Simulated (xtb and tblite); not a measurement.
Torsional profile of C7H14O, SMILES CC(C)(C)CCC=O. Scanned: dihedral C2–C5–C6–C7 and dihedral C5–C6–C7–O8; all other coordinates were relaxed at GFN2-xTB. Points at φ and −φ are mirror images.

Atom numbering (GFN2-xTB optimised geometry, Å):
```
22

C     -0.2508     0.4713     1.4558
C     -0.6825     0.2115     0.0125
C     -1.7130     1.2706    -0.3962
C     -1.3295    -1.1721    -0.0845
C      0.5134     0.3302    -0.9510
C      1.6244    -0.7050    -0.7665
C      2.4583    -0.5012     0.4612
O      2.9002    -1.3751     1.1551
H     -1.1100     0.4103     2.1203
H      0.1864     1.4625     1.5562
H      0.4792    -0.2645     1.7841
H     -1.2765     2.2664    -0.3615
H     -2.0715     1.0887    -1.4070
H     -2.5666     1.2497     0.2770
H     -2.2644    -1.1850     0.4710
H     -0.6833    -1.9380     0.3360
H     -1.5455    -1.4253    -1.1203
H      0.9456     1.3292    -0.8485
H      0.1354     0.2407    -1.9721
H      1.2369    -1.7235    -0.7838
H      2.3221    -0.6044    -1.6056
H      2.6917     0.5632     0.6679
```

Computed with GFN2-xTB run with xtb and tblite.

Energy in kJ/mol above the lowest grid point; x is the dihedral C2–C5–C6–C7 (°), y the dihedral C5–C6–C7–O8 (°).

```
y \ x  -150  -120   -90   -60   -30     0    30    60    90   120   150  180
-----  ----  ----  ----  ----  ----  ----  ----  ----  ----  ----  ----  ---
180     5.7   9.0   4.2  13.6  28.2  37.7  28.2  13.6   4.2   9.0   5.7  2.3
150     5.5   8.4   1.0   1.9  20.0  30.8  25.8  15.8   7.3   7.4   3.2  1.0
120     5.3   8.9   3.0   0.5  14.6  26.9  19.7  12.7   9.1   7.8   3.4  0.7
90      7.6  12.0  10.2   9.0  17.5  27.9  20.8   8.8   9.5  11.4   6.8  3.1
60      8.6  14.1  16.9  16.3  27.6  33.0  22.6   8.5   7.4  14.7  11.2  5.8
30      4.2   8.3  11.3  16.7  27.9  36.8  26.1  11.6   3.0   9.0   7.3  3.0
0       2.4   4.9   3.2  13.6  27.5  35.7  27.5  13.6   3.2   4.9   2.4  0.0
-30     7.3   9.0   3.0  11.6  26.1  36.8  27.9  16.7  11.3   8.3   4.2  3.0
-60    11.2  14.7   7.4   8.5  22.6  33.0  27.6  16.3  16.9  14.1   8.6  5.8
-90     6.8  11.4   9.5   8.8  20.8  27.9  17.5   9.0  10.2  12.0   7.6  3.1
-120    3.4   7.8   9.1  12.7  19.7  26.9  14.6   0.5   3.0   8.9   5.3  0.7
-150    3.2   7.4   7.3  15.8  25.8  30.8  20.0   1.9   1.0   8.4   5.5  1.0
```

The six lowest points that lie below all their neighbours on the grid: x = 180, y = 0 (0.0 kJ/mol); x = -60, y = 120 (0.5 kJ/mol); x = 60, y = -120 (0.5 kJ/mol); x = 180, y = -120 (0.7 kJ/mol); x = 180, y = 120 (0.7 kJ/mol); x = -90, y = -30 (3.0 kJ/mol). The lowest path on the grid from the first to the second passes x = -120, y = -150 at 7.4 kJ/mol.
